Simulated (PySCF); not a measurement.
Ce⁵³⁺: ionisation energy

Ce⁵³⁺ [He] 2s2 2p1 (2P) → Ce⁵⁴⁺ [He] 2s2 (1S), as a difference of total energies. Computed with PySCF 2.14 in an uncontracted even-tempered set (19 s from 28 bohr⁻², ratio 2.2; 12 p from 36 bohr⁻², ratio 2.2; 5 d from 140 bohr⁻², ratio 2.4; 5 f from 200 bohr⁻², ratio 2.4; 4 g from 310 bohr⁻², ratio 2.4), with scalar relativity by spin-free X2C-1e. Correlated levels: nothing frozen; virtual orbitals above 40 to 60 times the deepest correlated orbital energy dropped. The calculations carry no spin-orbit coupling.

```tsv
method	ionisation energy (eV)
UHF	10509.7
LDA	10502.0
PBE	10511.1
PBE0	10511.0
r2SCAN	10513.8
BP86	10513.1
PW91	10512.7
MP2 (all electrons)	10509.1
SCS-MP2 (all electrons)	10508.8
```

A first-order spin-orbit estimate (lowest level to lowest level, LS coupling) adds 314.3 eV.

For this ion Breit and QED terms and the two-electron picture change, all absent here, outweigh the differences among the correlated methods.

First order in ζ underestimates the shift of j = l − 1/2 levels at high Z.

For comparison: 10840 ± 5 eV (theoretical estimate listed by NIST; NIST Atomic Spectra Database, ionization energies).
